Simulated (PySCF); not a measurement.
29Si chemical shifts

[PySCF: PBE0/pcSseg-1 with gauge-including orbitals; geometry from GFN2-xTB; fast rotation and ring inversion assumed for equivalent nuclei; single conformer; non-relativistic Hamiltonian; in vacuum]

Shieldings were converted by a linear fit to measured shifts: 29Si (scatter 8.9 ppm rms, 25.8 ppm with the 6 outliers that the fit left out vs TMS, solution or neat liquid). A few per cent of atoms miss by over 2 rms, more outside the fitted compound classes.

**Question.** Give the 29Si shifts of `CO[Si@H]1C[SiH2][SiH2][SiH2][SiH2]1`, `CC(=O)N[SiH2]CC[SiH3]`, `CC(=O)N[SiH2]CC[SiH3]`, `C[Si@@H]1[Si@H](C)[SiH2][Si@H]1O[SiH3]`.

**Answer.** 
```json
{"compound": "[CH3:1][O:2][Si@H:3]1[CH2:4][SiH2:5][SiH2:6][SiH2:7][SiH2:8]1", "environment": "Si3: silicon bonded to C, O, Si, H, in a 6-membered ring", "δ (ppm)": "-5.4"}
{"compound": "[CH3:1][O:2][Si@H:3]1[CH2:4][SiH2:5][SiH2:6][SiH2:7][SiH2:8]1", "environment": "Si5: silicon bonded to C, Si, 2 H, in a 6-membered ring", "δ (ppm)": "-68.3"}
{"compound": "[CH3:1][O:2][Si@H:3]1[CH2:4][SiH2:5][SiH2:6][SiH2:7][SiH2:8]1", "environment": "Si7: silicon bonded to 2 Si, 2 H, in a 6-membered ring", "δ (ppm)": "-109.8"}
{"compound": "[CH3:1][O:2][Si@H:3]1[CH2:4][SiH2:5][SiH2:6][SiH2:7][SiH2:8]1", "environment": "Si6: silicon bonded to 2 Si, 2 H, in a 6-membered ring", "δ (ppm)": "-116.2"}
{"compound": "[CH3:1][O:2][Si@H:3]1[CH2:4][SiH2:5][SiH2:6][SiH2:7][SiH2:8]1", "environment": "Si8: silicon bonded to 2 Si, 2 H, in a 6-membered ring", "δ (ppm)": "-120.3"}
{"compound": "[CH3:1][C:2](=[O:3])[NH:4][SiH2:5][CH2:6][CH2:7][SiH3:8]", "environment": "Si5: silicon bonded to C, N, 2 H", "δ (ppm)": "-43.3"}
{"compound": "[CH3:1][C:2](=[O:3])[NH:4][SiH2:5][CH2:6][CH2:7][SiH3:8]", "environment": "Si8: silicon bonded to C, 3 H", "δ (ppm)": "-64.1"}
{"compound": "[CH3:1][C:2](=[O:3])[NH:4][SiH2:5][CH2:6][CH2:7][SiH3:8]", "environment": "Si5: silicon bonded to C, N, 2 H", "δ (ppm)": "-43.3"}
{"compound": "[CH3:1][C:2](=[O:3])[NH:4][SiH2:5][CH2:6][CH2:7][SiH3:8]", "environment": "Si8: silicon bonded to C, 3 H", "δ (ppm)": "-64.1"}
{"compound": "[CH3:1][Si@@H:2]1[Si@H:3]([CH3:4])[SiH2:5][Si@H:6]1[O:7][SiH3:8]", "environment": "Si6: silicon bonded to O, 2 Si, H, in a 4-membered ring", "δ (ppm)": "10.2"}
{"compound": "[CH3:1][Si@@H:2]1[Si@H:3]([CH3:4])[SiH2:5][Si@H:6]1[O:7][SiH3:8]", "environment": "Si2: silicon bonded to C, 2 Si, H, in a 4-membered ring", "δ (ppm)": "-39.7"}
{"compound": "[CH3:1][Si@@H:2]1[Si@H:3]([CH3:4])[SiH2:5][Si@H:6]1[O:7][SiH3:8]", "environment": "Si8: silicon bonded to O, 3 H", "δ (ppm)": "-43.4"}
{"compound": "[CH3:1][Si@@H:2]1[Si@H:3]([CH3:4])[SiH2:5][Si@H:6]1[O:7][SiH3:8]", "environment": "Si3: silicon bonded to C, 2 Si, H, in a 4-membered ring", "δ (ppm)": "-54.2"}
{"compound": "[CH3:1][Si@@H:2]1[Si@H:3]([CH3:4])[SiH2:5][Si@H:6]1[O:7][SiH3:8]", "environment": "Si5: silicon bonded to 2 Si, 2 H, in a 4-membered ring", "δ (ppm)": "-85.6"}
```
